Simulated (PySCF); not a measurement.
Species, as SMILES: [AlH] (AlH) (closed-shell singlet).
Geometry (B3LYP-D3(BJ)/def2-TZVP, fixed):
```xyz
2

Al     0.0000     0.0000    -0.1187
H      0.0000     0.0000     1.5432
```
Charge 0, spin multiplicity 1.

How fast the isotropic shielding of H2 converges with the basis for several methods (PySCF): deviation from each method's own reference, in ppm. References: HF 23.60 ppm, the value in pcSseg-3; PBE 22.59 ppm, the value in pcSseg-3; PBE0 22.78 ppm, the value in pcSseg-3. All functions are spherical. No added dispersion term, no relativity. GIAO; atoms are numbered in the order shown.

```json
[
 {"basis": "STO-3G", "functions": "10", "HF": "___", "PBE": "6.40", "PBE0": "6.43"},
 {"basis": "pcseg-1", "functions": "23", "HF": "___", "PBE": "-0.71", "PBE0": "-0.69"},
 {"basis": "6-31+G*", "functions": "24", "HF": "___", "PBE": "-0.31", "PBE0": "-0.39"},
 {"basis": "pcSseg-1", "functions": "29", "HF": "___", "PBE": "-0.42", "PBE0": "-0.44"},
 {"basis": "6-311+G**", "functions": "36", "HF": "___", "PBE": "-0.14", "PBE0": "-0.18"},
 {"basis": "def2-TZVP", "functions": "43", "HF": "___", "PBE": "-0.07", "PBE0": "-0.07"},
 {"basis": "cc-pV(T+d)Z", "functions": "53", "HF": "___", "PBE": "-0.06", "PBE0": "-0.06"},
 {"basis": "def2-TZVPPD", "functions": "65", "HF": "___", "PBE": "-0.04", "PBE0": "-0.04"},
 {"basis": "pcSseg-3", "functions": "109", "HF": "___", "PBE": "0.00", "PBE0": "0.00"},
 {"basis": "aug-cc-pV(Q+d)Z", "functions": "135", "HF": "___", "PBE": "0.01", "PBE0": "0.01"},
 {"basis": "aug-pcseg-3", "functions": "138", "HF": "___", "PBE": "0.03", "PBE0": "0.02"},
 {"basis": "cc-pV(5+d)Z", "functions": "155", "HF": "___", "PBE": "0.06", "PBE0": "0.05"}
]
```

Problem. Complete the blanks.

Solution. 
- STO-3G, HF: 6.82
- pcseg-1, HF: -0.75
- 6-31+G*, HF: -0.69
- pcSseg-1, HF: -0.58
- 6-311+G**, HF: -0.29
- def2-TZVP, HF: -0.10
- cc-pV(T+d)Z, HF: -0.09
- def2-TZVPPD, HF: -0.02
- pcSseg-3, HF: 0.00
- aug-cc-pV(Q+d)Z, HF: 0.00
- aug-pcseg-3, HF: 0.02
- cc-pV(5+d)Z, HF: 0.04

Mean absolute deviation over 6-311+G**, def2-TZVP, cc-pV(T+d)Z, def2-TZVPPD: PBE 0.08, PBE0 0.09, HF 0.13 ppm.
